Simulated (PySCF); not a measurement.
First SCF of a structure search on singlet As(OH)₃, at a hand-made T-shaped (heavy-atom frame) geometry. PySCF input:

```python
from pyscf import gto, scf, dft
mol = gto.M(atom='''
As     0.000000     0.000000     0.000000
O      0.000000     0.000000     1.840000
O      1.838900     0.000000     0.064200
O     -1.838900     0.000000     0.064200
H     -0.735400     0.000000     2.457100
H      2.455600    -0.735400     0.085800
H     -2.455600     0.735400     0.085800''',
    basis={'As': 'def2-TZVP', 'O': 'def2-TZVP', 'H': 'def2-TZVP'},
    charge=0, spin=0)
mf = dft.RKS(mol, xc='PBE')
mf.grids.atom_grid = (50, 194)
aux = {'As': 'def2-universal-JKFIT', 'O': 'def2-universal-JKFIT', 'H': 'def2-universal-JKFIT'}
mf = mf.density_fit(auxbasis=aux)
mf.conv_tol = 1e-08
mf.diis_space = 10
mf.max_cycle = 60
mf.init_guess = 'minao'
mf.verbose = 4
mf.kernel()
```

Excerpt of the output (cycles and frontier levels):

```
init E= -2462.39102611608
  HOMO = -0.297644225431739  LUMO = -0.170488991420036  gap/eV = 3.46007
cycle= 1 E= -2462.37967469009  delta_E= 0.0114  |g|= 1.66  |ddm|= 2.52
  HOMO = -0.0274261878040952  LUMO = -0.0115484059322664  gap/eV = 0.43206
cycle= 2 E= -2459.00979770137  delta_E= 3.37  |g|= 4.08  |ddm|= 4.36
  HOMO = -0.199025349427885  LUMO = -0.112251803331738  gap/eV = 2.36123
cycle= 3 E= -2462.79655023427  delta_E= -3.79  |g|= 0.419  |ddm|= 3.91
  HOMO = -0.202750137225343  LUMO = -0.163711633708389  gap/eV = 1.06229
cycle= 4 E= -2462.76083859074  delta_E= 0.0357  |g|= 0.629  |ddm|= 0.942
  HOMO = -0.210999560407854  LUMO = -0.156593376138687  gap/eV = 1.48047
cycle= 5 E= -2462.82230156606  delta_E= -0.0615  |g|= 0.313  |ddm|= 0.733
  HOMO = -0.202492015834854  LUMO = -0.146258096317908  gap/eV = 1.53020
cycle= 6 E= -2462.8460592166  delta_E= -0.0238  |g|= 0.0343  |ddm|= 0.359
  HOMO = -0.203978396111997  LUMO = -0.149346774530386  gap/eV = 1.48660
cycle= 7 E= -2462.84592120338  delta_E= 0.000138  |g|= 0.0418  |ddm|= 0.0756
  HOMO = -0.20489032189416  LUMO = -0.149450913912965  gap/eV = 1.50858
cycle= 8 E= -2462.84624235758  delta_E= -0.000321  |g|= 0.0174  |ddm|= 0.05
  HOMO = -0.203977240202042  LUMO = -0.148764141268749  gap/eV = 1.50242
cycle= 9 E= -2462.84630080182  delta_E= -5.84e-05  |g|= 0.00294  |ddm|= 0.0145
  HOMO = -0.204011831835891  LUMO = -0.148742356525901  gap/eV = 1.50396
cycle= 10 E= -2462.84630317019  delta_E= -2.37e-06  |g|= 0.000903  |ddm|= 0.0067
  HOMO = -0.204029784041133  LUMO = -0.148758532456178  gap/eV = 1.50401
cycle= 11 E= -2462.8463034514  delta_E= -2.81e-07  |g|= 0.000178  |ddm|= 0.00217
  HOMO = -0.204025422693856  LUMO = -0.148750454464938  gap/eV = 1.50411
cycle= 12 E= -2462.84630346116  delta_E= -9.76e-09  |g|= 5.35e-05  |ddm|= 0.000437
  HOMO = -0.20402513996714  LUMO = -0.148751714575113  gap/eV = 1.50407
Extra cycle  E= -2462.84630345415  delta_E= 7e-09  |g|= 0.000183  |ddm|= 0.000282
converged SCF energy = -2462.84630345415
```

No lower solution of this spin was found by a stability analysis within the restricted form, which does not test spin polarisation.

The search for the lowest solution, with the stability check, took 12 s on 4 threads of a shared Arm Neoverse V1 host, with 159 basis functions. Launch command: `OMP_NUM_THREADS=4 python axn.py task.json out`.
